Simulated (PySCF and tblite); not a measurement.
Results of a calculation; reference values are marked as such.
C5H6O2, numbered as in [CH3:1][O:2][c:3]1[cH:4][cH:5][o:6][cH:7]1.

Conformers came from 90 starts (ETKDG and KDG, MMFF94s, GFN2-xTB); geometries are PBE0-D3(BJ)/def2-SVP. Energies: B3LYP-D3(BJ)/def2-TZVP (IEF-PCM, chloroform), with GFN2-xTB thermal terms (modes under about 100 cm⁻¹ blended into free rotors). Symmetry numbers and mirror images are counted. Conformers within 3 kcal/mol (GFN2-xTB free energy) were kept, 8 at most. Couplings: B3LYP/pcJ-1 (gas phase; spin-dipole term only for pairs with B, N, F, Si or P). Couplings are for ¹³C, ¹H, ¹⁷O. Programs: PySCF with density fitting and tblite.

Torsions listed: C1–O2–C3–C4.

```tsv
conformer	shape	weight %
1	-179°	91.7
2	-1°	8.3
```

Give the couplings in each conformer and the averages at 298.15 K (pairs that fast motion interchanges averaged).


```csv
coupling,pairs,1,2,average (Hz)
"¹J(C1,O2)",1,21.8,21.4,21.8
"¹J(C1,H1)",3,148.1,147.9,148.1
"⁵J(C1,H5)",1,0.6,0.2,0.6
"¹J(O2,C3)",1,22.2,21.9,22.2
"²J(O2,C4)",1,-12.5,2.8,-11.2
"³J(O2,C5)",1,-2.8,-1.0,-2.6
"²J(O2,C7)",1,4.3,-18.2,2.4
"²J(H1,O2)",3,-6.4,-6.7,-6.4
"³J(O2,H4)",1,0.1,-0.9,0.0
"⁴J(O2,H5)",1,-1.2,0.0,-1.1
"³J(O2,H7)",1,-0.3,1.1,-0.2
"¹J(C3,C4)",1,69.7,64.5,69.2
"²J(C3,O6)",1,-0.6,-0.2,-0.5
"¹J(C3,C7)",1,90.8,98.2,91.4
"³J(H1,C3)",3,5.1,5.4,5.1
"²J(C3,H4)",1,0.6,1.6,0.7
"³J(C3,H5)",1,7.6,7.1,7.5
"²J(C3,H7)",1,10.7,10.3,10.7
"¹J(C4,C5)",1,78.0,77.8,78.0
"²J(C4,O6)",1,2.3,2.2,2.3
"¹J(C4,H4)",1,186.4,183.0,186.1
"²J(C4,H5)",1,13.9,14.2,13.9
"³J(C4,H7)",1,5.1,5.1,5.1
"¹J(C5,O6)",1,26.8,26.7,26.8
"²J(H4,C5)",1,10.2,9.1,10.1
"¹J(C5,H5)",1,211.5,212.6,211.6
"³J(C5,H7)",1,8.0,8.2,8.0
"¹J(O6,C7)",1,24.8,24.5,24.8
"³J(H4,O6)",1,-3.4,-3.3,-3.4
"²J(H5,O6)",1,-20.7,-20.3,-20.7
"²J(O6,H7)",1,-20.1,-20.6,-20.1
"³J(H4,C7)",1,5.0,5.4,5.1
"³J(H5,C7)",1,6.2,5.8,6.1
"¹J(C7,H7)",1,213.0,216.5,213.3
"²J(H1,H1)",3,-11.3,-11.3,-11.3
"³J(H4,H5)",1,2.4,2.4,2.4
"⁴J(H4,H7)",1,0.8,0.8,0.8
"⁴J(H5,H7)",1,1.5,1.8,1.5
```

Only couplings over up to 5 bonds are listed; longer-range ones, if any, are left out.
